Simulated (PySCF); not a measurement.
Compound: C₅H₆N₂Si.
SMILES with atom numbers: `[N:1]#[C:2][c:3]1[cH:4][cH:5][n:6]([SiH3:7])[cH:8]1` (hydrogens: H9 on C4; H10 on C5; H11, H12, H13 on Si7; H14 on C8)

The same species was optimised twice, with GFN2-xTB and with PBE0-D3(BJ)/def2-SVP (PySCF), and the same property calculations (PySCF, gas phase) were run on both structures.

```tsv
coordinate	GFN2-xTB	PBE0-D3(BJ)/def2-SVP	change
N6–Si7 (Å)	1.758	1.783	+0.025
C2–C3 (Å)	1.400	1.420	+0.020
N1≡C2 (Å)	1.148	1.160	+0.012
C4–C5 (Å)	1.358	1.370	+0.012
C5–N6 (Å)	1.372	1.382	+0.010
C3–C8 (Å)	1.374	1.384	+0.010
N6–C8 (Å)	1.360	1.369	+0.009
C3–C4 (Å)	1.426	1.432	+0.006
Si7–N6–C8 (°)	127.3	125.7	-1.6
C2–C3–C8 (°)	126.9	125.7	-1.2
C5–N6–C8 (°)	107.5	108.4	+0.9
C3–C8–N6 (°)	109.4	108.6	-0.8
C4–C5–N6 (°)	110.0	109.3	-0.7
C5–N6–Si7 (°)	125.1	125.9	+0.8
C2–C3–C4 (°)	126.5	127.1	+0.6
C4–C3–C8 (°)	106.7	107.1	+0.4
```

Rotational constants: A = 5777, B = 925.5, C = 805.2 MHz (GFN2-xTB) against A = 5536, B = 914.1, C = 791.9 MHz (PBE0-D3(BJ)/def2-SVP).

On the GFN2-xTB structure: lowest singlet, TDDFT (eV) 5.37 [B3LYP/def2-SVPD]; lowest triplet, Tamm–Dancoff (eV) 4.01 [B3LYP/def2-SVPD]; isotropic polarisability (au) 95.0 [B3LYP/def2-SVPD]; HOMO (eV) -6.80 [B3LYP/def2-SVPD]; LUMO (eV) -0.73 [B3LYP/def2-SVPD]; dipole (D) 6.52 [B3LYP/def2-SVPD].

What do these properties become on the PBE0-D3(BJ)/def2-SVP structure?

| property | level | on GFN2-xTB | on PBE0-D3(BJ)/def2-SVP | change |
| --- | --- | --- | --- | --- |
| lowest singlet, TDDFT (eV) | B3LYP/def2-SVPD | 5.37 | 5.39 | +0.02 |
| lowest triplet, Tamm–Dancoff (eV) | B3LYP/def2-SVPD | 4.01 | 3.94 | -0.07 |
| isotropic polarisability (au) | B3LYP/def2-SVPD | 95.0 | 97.4 | +2.4 |
| HOMO (eV) | B3LYP/def2-SVPD | -6.80 | -6.81 | -0.01 |
| LUMO (eV) | B3LYP/def2-SVPD | -0.73 | -0.82 | -0.09 |
| dipole (D) | B3LYP/def2-SVPD | 6.52 | 6.42 | -0.10 |
| energy, GFN2-xTB geometry as zero (kcal/mol) | B3LYP/def2-SVPD | 0.0 | -2.3 | -2.3 |

The heavy atoms differ by 0.024 Å rms after alignment. Among bonds between heavy atoms N6–Si7 changes most (+0.025 Å). Changes are differences of the printed values. Neither structure is proved a minimum here.
